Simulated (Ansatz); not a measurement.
Stretching the B1–Br4 bond in BBrH2 (SMILES BBr) (multiplicity 1 held, fragments rigid). Energies count from the point at 1.903 Å.
Geometry at that point (charge 0, multiplicity 1):
```xyz
4

B     -0.849    -1.291     0.211
H     -0.472    -2.074     1.015
H     -1.826    -1.421    -0.443
Br     0.187     0.284    -0.047
```

U- levels take the lowest unrestricted solution at each point, which mixes spins at long bonds. Active spaces are followed from a long bond inwards. Levels need not reach the same state.

Correlated levels freeze the cores. Filled d and f shells under p-block atoms count as core.

Programs: Ansatz (an electronic-structure program) with Gaussian orbitals. 

### Question
What is the computed energy at R = 6.090 Å (U-CCSD(T)/cc-pVTZ)?

### Answer
109.3 kcal/mol

### Question
Give the energy at R = 6.090 Å at the level U-wB97X-V/cc-pVTZ.

### Answer
112.5 kcal/mol

### Question
What energy at R = 6.090 Å does FIC-MRCISD+Q on CASSCF(6,4)/cc-pVTZ give?

### Answer
108.2 kcal/mol

Doubts at one or more of the structures used: a spin-contaminated determinant (U-wB97X-V/cc-pVTZ, U-CCSD(T)/cc-pVTZ); active orbitals that take no part (FIC-MRCISD+Q on CASSCF(6,4)/cc-pVTZ).
